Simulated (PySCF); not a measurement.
## Exercise with solution: chemical shift, span and skew from a shielding tensor

HSe, SMILES [SeH] (connectivity only; charge and spin as stated), charge -1, multiplicity 1. Atoms are numbered in the order given.

```xyz
2

Se     0.0000     0.0000    -0.0421
H      0.0000     0.0000     1.4313
```
Charge -1, spin multiplicity 1.

Geometry optimised at PBE0-D3(BJ)/def2-TZVPD. The spin state was assumed, not searched.

GIAO shieldings from KT2/pcSseg-2 (PySCF), non-relativistic, no solvent. The symmetric part of the tensor of Se1 has the principal values 2274.0, 2274.0, 3012.7 ppm. The same nucleus in Me2Se has σ = 1704.9 ppm at this level (PySCF, at its B3LYP-D3(BJ)/def2-TZVP geometry).

Task: Work out the isotropic shielding, the ⁷⁷Se shift against Me2Se, the span and the skew.

Result: 
σ(iso) = (σ11 + σ22 + σ33)/3 = 2520.2 ppm. δ = σ(ref) − σ(iso) = 1704.9 − (2520.2) = -815.3 ppm.
Span Ω = σ33 − σ11 = 738.7 ppm. Skew κ = 3(σ(iso) − σ22)/Ω = 1.00, an axial tensor. Tumbling in solution averages the tensor to δ; in a static solid the shielding alone would spread this spin-1/2 line over Ω.
